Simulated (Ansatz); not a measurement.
Computed with Ansatz on PBE0-D4/def2-TZVP structures; ΔE is electronic, products minus reactants. CBS: MP2 limit from def2 TZ/QZ plus the TZ coupled-cluster correction, frozen cores. DFT in def2-TZVPP. B3LYP here is the variant with VWN-RPA as its local correlation; programs differ in this. Each species was taken in one conformer, which may not be the lowest.

`[SiH3][O][AlH][SiH3]` + `COCC=O` → `CO[CH2][AlH][SiH3]` + `O=CO[SiH3]`  (formal exchange of groups at the Al–O bond)

Is it downhill or uphill in electronic energy at CCSD(T)/CBS, and by how much? (Best estimate.)

Ansatz gave: Uphill: ΔE = +150.6 kJ/mol.

What do these levels give: PBE-D4, ωB97X-V, ωB97M-V, B2PLYP, r2SCAN, PBE0, B3LYP, HF/def2-TZVPP, SCS-MP2/def2-TZVPP, CCSD(T)/def2-TZVPP, SCS-MP2/def2-QZVPP, CCSD/CBS(def2)? (Best estimate.)

The calculation gave: PBE-D4 121.7, ωB97X-V 142.3, ωB97M-V 141.3, B2PLYP 149.9, r2SCAN 137.2, PBE0 135.4, B3LYP 147.9, HF/def2-TZVPP 172.1, SCS-MP2/def2-TZVPP 156.0, CCSD(T)/def2-TZVPP 148.7, SCS-MP2/def2-QZVPP 158.1, CCSD/CBS(def2) 156.6 kJ/mol.

Largest T1 diagnostic among the species: 0.016.

In def2-TZVPP, CCSD(T) changes the Hartree–Fock value by −23.4 kJ/mol (the triples alone add −6.0 kJ/mol) and MP2 by −21.2 kJ/mol. From PBE to PBE0 (25 % exact exchange), in def2-TZVPP and without D4, ΔE moves by +11.1 kJ/mol.
